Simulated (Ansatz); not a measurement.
H8HfN4 (`[NH2][Hf]([NH2])([NH2])[NH2]`), 13 atoms. Total charge 0; spin multiplicity 1. Correlated methods include outer-core shells of Hf, which these sets cover unevenly. Hf: def2 effective core potential. Hardware: A = 2 threads of an AMD EPYC 7R13 on a shared host and a share of an NVIDIA H100 80 GB; B = 2 threads of a server CPU on a shared host. Correlated methods freeze the cores. Open-shell runs search over several starts.

**Question.** How many basis functions does each run have, and how long does it take in Ansatz? RKS LC-ωPBE/def2-TZVPP energy [B]; UKS PBE-D4/def2-TZVPP energy of the cation [B]; UKS ωB97M-V/def2-TZVPP energy of the cation [B]; RKS PBE-QIDH (frozen core)/def2-TZVPP energy [B]; RHF-CCSD(T)/def2-TZVPP energy [A]; RKS PBE0-D4/def2-QZVPP energy [A]; UKS ωB97X-V/def2-TZVPP energy of the cation [B]; UKS B2PLYP (frozen core)/def2-TZVPP energy of the cation [B]; UKS PBE0-D4/def2-TZVPP energy of the cation [B]; RKS PBE0-D4/def2-TZVP frequencies [A]; RKS PBE0-D4/def2-SVP energy [B]; RKS ωB97M-V/def2-SVP energy [B]. (An estimate is asked.)

**Answer.** The calculation gave: Other jobs shared the machine, so times are rough.

```csv
level,job,functions,wall time,peak host memory (GiB)
RKS PBE0-D4/def2-QZVPP,energy [A],549,3 s,1.1
RKS PBE0-D4/def2-SVP,energy [B],128,3.6 s,0.85
RKS LC-ωPBE/def2-TZVPP,energy [B],292,5.5 s,0.85
RHF-CCSD(T)/def2-TZVPP,energy [A],292,8.5 s,0.87
RKS ωB97M-V/def2-SVP,energy [B],128,11 s,0.85
RKS PBE-QIDH (frozen core)/def2-TZVPP,energy [B],292,13 s,0.86
UKS PBE0-D4/def2-TZVPP,energy of the cation [B],292,56 s,1.1
UKS PBE-D4/def2-TZVPP,energy of the cation [B],292,73 s,1
RKS PBE0-D4/def2-TZVP,frequencies [A],212,78 s,0.87
UKS ωB97X-V/def2-TZVPP,energy of the cation [B],292,110 s,1.8
UKS ωB97M-V/def2-TZVPP,energy of the cation [B],292,2.1 min,1.9
UKS B2PLYP (frozen core)/def2-TZVPP,energy of the cation [B],292,4.1 min,1.3
```

LC-ωPBE has ω = 0.4 bohr⁻¹.
